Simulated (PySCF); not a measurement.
AlAsFH₃O.

```xyz
7

Al     0.8721     0.5572     0.0307
As    -1.1838    -0.7212    -0.0009
H     -0.4393    -1.8192    -0.7863
H     -1.5804     0.0061    -1.3014
F      0.8719     2.2162    -0.2506
O      2.3395    -0.2276     0.4336
H      3.1854     0.2435     0.5053
```

The structure is a stationary point at PBE-D3(BJ)/def2-SVP. The structure was generated by enumeration; whether it is a known compound was not checked. Other conformers were not sampled.

The numbers are results of KT2/pcSseg-1 (PySCF), not measurements. Non-relativistic, no solvent.

Computed absolute GIAO shielding of each atom: isotropic value and principal components (ppm):
| atom | σ(iso) | σ11 | σ22 | σ33 | span |
|---|---|---|---|---|---|
| Al1 | 428.1 | 379.2 | 390.9 | 514.0 | 134.8 |
| As2 | 2102.0 | 1908.7 | 2093.0 | 2304.2 | 395.5 |
| H3 | 29.7 | 22.5 | 24.4 | 42.2 | 19.7 |
| H4 | 29.9 | 22.9 | 24.2 | 42.5 | 19.7 |
| F5 | 277.3 | 161.5 | 255.6 | 414.8 | 253.2 |
| O6 | 264.2 | 187.1 | 261.3 | 344.1 | 157.0 |
| H7 | 28.6 | 21.5 | 21.5 | 42.7 | 21.2 |
